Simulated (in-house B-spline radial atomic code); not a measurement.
Relativistic effects in Zn²³⁺, [He] 2s2 2p3: non-relativistic Hartree-Fock (point nucleus) against Dirac-Hartree-Fock (Fermi nucleus of rms radius 3.9283 fm), both averages of the configuration, computed with an all-electron radial atomic-structure program (B-spline basis).

```json
{"orbital": "1s1/2", "ε NR (Eh)": "-401.2", "ε Dirac (Eh)": "?", "<r> NR (bohr)": "0.05088", "<r> Dirac (bohr)": "?", "change of <r> (%)": "?"}
{"orbital": "2s1/2", "ε NR (Eh)": "-84.434", "ε Dirac (Eh)": "-85.675", "<r> NR (bohr)": "0.2175", "<r> Dirac (bohr)": "0.214", "change of <r> (%)": "-1.6"}
{"orbital": "2p1/2", "ε NR (Eh)": "-81.172", "ε Dirac (Eh)": "?", "<r> NR (bohr)": "0.1863", "<r> Dirac (bohr)": "?", "change of <r> (%)": "?"}
{"orbital": "2p3/2", "ε NR (Eh)": "-81.172", "ε Dirac (Eh)": "-81.261", "<r> NR (bohr)": "0.1863", "<r> Dirac (bohr)": "0.1857", "change of <r> (%)": "-0.3"}
```

Question: What happens to 2p1/2?

Answer: Its energy goes to -82.262 hartree and <r> to 0.1828 bohr (-1.85 %).

Question: What happens to 1s1/2?

Answer: Its energy goes to -405.95 hartree and <r> to 0.05007 bohr (-1.58 %).

Question: What explains the pattern of contraction and expansion?

Answer: The s and p1/2 orbitals contract directly, as their density near the nucleus moves at relativistic speed. Nothing expands appreciably in this ion.

Question: By how much does the total energy change?

Answer: By -14.981 hartree, from -1336.059 to -1351.040.
